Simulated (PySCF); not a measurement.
Molfile (atoms numbered from 1):
```
C4H7FO2Si2
     RDKit          3D

 16 16  0  0  0  0  0  0  0  0999 V2000
    0.3141   -1.8287    0.1517 O   0  0  0  0  0  0  0  0  0  0  0  0
   -0.5977   -1.0458    0.0258 C   0  0  0  0  0  0  0  0  0  0  0  0
   -1.8887   -1.4227   -0.0399 O   0  0  0  0  0  0  0  0  0  0  0  0
   -2.7036   -0.2761   -0.1854 C   0  0  0  0  0  0  0  0  0  0  0  0
   -1.7445    0.8711   -0.2023 C   0  0  0  0  0  0  0  0  0  0  0  0
   -0.4976    0.4181   -0.0772 C   0  0  0  0  0  0  0  0  0  0  0  0
    1.2261    1.1856   -0.0134 Si  0  0  0  0  0  4  0  0  0  0  0  0
    2.6447   -0.6235    0.2192 Si  0  0  0  0  0  4  0  0  0  0  0  0
    4.1197    0.0792    0.2668 F   0  0  0  0  0  0  0  0  0  0  0  0
   -3.2787   -0.3604   -1.1142 H   0  0  0  0  0  0  0  0  0  0  0  0
   -3.4063   -0.2277    0.6540 H   0  0  0  0  0  0  0  0  0  0  0  0
   -2.0754    1.8870   -0.3036 H   0  0  0  0  0  0  0  0  0  0  0  0
    1.3056    1.9964   -1.2402 H   0  0  0  0  0  0  0  0  0  0  0  0
    1.1447    2.1645    1.0841 H   0  0  0  0  0  0  0  0  0  0  0  0
    2.6319   -1.3120    1.5016 H   0  0  0  0  0  0  0  0  0  0  0  0
    2.7983   -1.4961   -0.9358 H   0  0  0  0  0  0  0  0  0  0  0  0
  1  2  2  0
  2  3  1  0
  3  4  1  0
  4  5  1  0
  5  6  2  0
  6  7  1  0
  7  8  1  0
  8  9  1  0
  6  2  1  0
  4 10  1  0
  4 11  1  0
  5 12  1  0
  7 13  1  0
  7 14  1  0
  8 15  1  0
  8 16  1  0
M  END
```

Calculated, not measured (PySCF): structure optimised with GFN2-xTB, shielding tensors at PBE0/pcSseg-1 (GIAO). One averaged value for each set of equivalent atoms, no relativistic terms, no solvent, single conformer.

Shifts are taken against calculated references (same method and geometry level): TMS for 13C and 1H and 29Si; 17O vs H2O; 19F vs CFCl3.

```csv
atoms,nucleus,count,Hirshfeld charge,δ (ppm)
H12,1H,1,0.07,?
C4,13C,1,0.02,78.6
C2,13C,1,0.20,186.7
H10/H11,1H,2,0.07,?
H15/H16,1H,2,-0.08,?
Si7,29Si,1,0.25,-99.4
O3,17O,1,-0.10,216.5
H13/H14,1H,2,-0.07,4.36
O1,17O,1,-0.21,390.9
F9,19F,1,-0.24,-223.6
C5,13C,1,-0.01,170.1
C6,13C,1,-0.11,?
Si8,29Si,1,0.31,-11.7
```

Estimate the values marked ?.

Results:


- C6: 139.0 ppm, α carbon of a C=C–C=O unit; an sp2 carbon of a C=C bond
- H12: 7.78 ppm, hydrogen on a β carbon of a C=C–C=O unit; attached to an sp2 carbon and in the plane of the double bond
- H15/H16: 5.78 ppm, hydrogen on a silicon bonded to F, Si
- H10/H11: 5.08 ppm, hydrogen on an allylic sp3 CH2 bonded to O; its carbon carries O, which withdraws density

Shifts are as computed. Against solution values, carbons near 30 ppm lie about +3 ppm off and those near 130 ppm about +5 ppm. Of 1211 compounds with measured shifts, 218 miss one by over three times the rms of a fit or turn the order of signals round; such compounds aren't used in these exercises. Unscaled 19F shifts against computed CFCl3 carry errors that often reach 10 to 50 ppm. Unscaled 17O shifts of doubly bonded oxygen tend to come out too high, by tens of ppm or more. Experimental scales use liquid or dissolved standards, which lie at an offset from isolated H2O (liquid H2O: subtract about 36 ppm).
